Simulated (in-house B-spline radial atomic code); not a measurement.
A calculation on Ar3+ (an excited or competing configuration): its settings, and results tabulated from the run. Method: non-relativistic r2SCAN0, spin-polarised, spherical fractional occupations, exact exchange averaged over the configuration, point nucleus. Calculated with an all-electron radial atomic-structure program (B-spline basis).

Command:
```bash
python run_scf.py task.json out
```
Settings:
```
Z                18
configuration    [He] 2s2 2p5 3s2 3p3 4s1
hamiltonian      nr
method           r2scan0
spin_polarised   True
exact_exchange   averaged over the configuration
```

Output (hartree, bohr):
```
 radial grid: 47 intervals, B-splines of order 8, outer radius 28.1081 bohr

 iter        energy (Eh)    residual
    1        -514.384167    3.86e-02
    2        -514.387686    1.77e-03
    3        -514.387701    1.03e-03
    4        -514.387706    5.89e-04
    5        -514.387708    9.81e-05
    6        -514.387708    1.15e-05
    7        -514.387708    1.50e-06
    8        -514.387708    2.45e-07
    9        -514.387708    2.82e-08

 total energy                      -514.38771
 kinetic                             513.9119
 electron-nucleus                  -1187.4996
 Hartree                             186.9786
 exact exchange                       -6.5941
 exchange-correlation                -21.1845

 orbital      occ     eigenvalue          <r>       <r^2>       <1/r>       r_max
 1s up      1.000      -119.5923     0.086176  0.00997791     17.5458     0.05656
 1s down    1.000      -119.4000    0.0860402   0.0099421     17.5652     0.05653
 2s up      1.000       -14.5231     0.404657    0.193704     3.63735      0.3348
 2s down    1.000       -14.2235     0.406375    0.195086       3.609      0.3363
 2p up      3.000       -12.1256     0.363439    0.162976     3.54756      0.2755
 2p down    2.000       -11.8168     0.366242    0.165422     3.52254      0.2776
 3s up      1.000        -3.0735      1.20601     1.65907     1.15424       1.072
 3s down    1.000        -2.7417      1.23492     1.74332     1.12369       1.085
 3p up      3.000        -2.4051      1.27152       1.871     1.06442       1.107
 4s up      1.000        -0.9795      2.92178     9.53346       0.456       2.728
```

Cost of the run: 0.16 s on 1 thread of AMD EPYC 7R43 64-Core Processor (shared host).
